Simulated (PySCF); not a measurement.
Electronic absorption of C9H9NS

C9H9NS.
Cartesian coordinates in Å at the PBE0-D3(BJ)/def2-SVP level; atoms count from 1:
```
atom  x, y, z in Å
C1    -2.8777   -0.2663   -1.0589
C2    -2.0709    0.1599    0.1610
C3    -0.6049    0.3155   -0.1404
C4     0.3607   -0.4540    0.4991
C5     1.7113   -0.2621    0.1660
C6     2.9005   -0.8995    0.6557
C7     4.0255   -0.4133    0.0617
S8     3.7163    0.8240   -1.1077
C9     2.0083    0.7116   -0.8135
C10    0.9678    1.4355   -1.4065
N11   -0.2926    1.2367   -1.0746
H12   -2.5676   -1.2622   -1.4124
H13   -2.7198    0.4468   -1.8810
H14   -3.9537   -0.3049   -0.8319
H15   -2.4458    1.1326    0.5227
H16   -2.2027   -0.5580    0.9855
H17    0.0723   -1.1941    1.2489
H18    2.9072   -1.6815    1.4157
H19    5.0544   -0.7208    0.2495
H20    1.1745    2.1958   -2.1694
```

Theory: TDDFT CAM-B3LYP/def2-SVPD, vertical, gas phase, core orbitals frozen in the response in PySCF.

Problem. What does the calculation give for the low-lying excited states?

Solution. 

| state | E (eV) | ν̃ (cm⁻¹) | f | main configurations (H = HOMO, L = LUMO) |
| --- | --- | --- | --- | --- |
| S1 | 4.67 | 37640 | 0.109 | H→L (88%) |
| S2 | 4.93 | 39770 | 0.0026 | H-2→L (86%) |
| S3 | 5.26 | 42450 | 0.015 | H-1→L (57%), H→L+1 (35%) |
| S4 | 5.66 | 45620 | 0.0002 | H-2→L+1 (53%), H→L+2 (32%) |
| S5 | 5.68 | 45790 | 0.0004 | H→L+2 (46%), H-2→L+1 (38%) |
| S6 | 5.88 | 47390 | 0.420 | H→L+1 (59%), H-1→L (28%) |
| S7 | 6.23 | 50230 | 0.064 | H-1→L+1 (64%), H-3→L (19%) |
| S8 | 6.41 | 51680 | 0.0079 | H→L+3 (87%) |
| S9 | 6.60 | 53270 | 0.0024 | H-1→L+2 (83%) |
| S10 | 6.69 | 53970 | 0.612 | H→L+5 (35%), H→L+4 (17%), H-1→L+1 (17%) |

Triplets, Tamm–Dancoff:

| state | E (eV) | λ (nm) | main configurations (H = HOMO, L = LUMO) |
| --- | --- | --- | --- |
| T1 | 3.48 | 356.2 | H→L (70%), H-1→L (16%) |
| T2 | 3.99 | 310.8 | H-1→L (61%), H→L (24%) |
| T3 | 4.18 | 296.3 | H→L+1 (65%), H-1→L (10%) |
| T4 | 4.34 | 285.6 | H-2→L (82%) |

The lowest singlet comes at 266 nm (450 kJ/mol) in the ultraviolet; it is of moderate strength; its leading configuration is HOMO→LUMO (88%). The most intense listed level is S10 at 6.69 eV (185 nm, f = 0.612), 2.02 eV above S1. It is the last of those listed, so stronger ones may follow. Löwdin shares by element: HOMO carbon 38% or more, sulfur 27% (atoms not listed hold the other 35%); LUMO carbon 42% or more, nitrogen 15% (atoms not listed hold the other 44%). Weighted by f, the mean energy of these states is 6.19 eV. The oscillator strengths of these states sum to 1.235; summed over the whole spectrum of an exact calculation they would give the number of electrons, 86 (Thomas–Reiche–Kuhn). The listed states span 2.02 eV, and the widest gap between neighbours is 0.39 eV (S3 to S4). Only the lowest 10 singlets were computed, as vertical energies without vibronic structure.

The run took 50 s wall, 1.8 min CPU on an Intel Xeon 6975P-C with 2 threads, shared host, and the process peaked at 2.0 GiB of memory.

One conformer stands for the species.
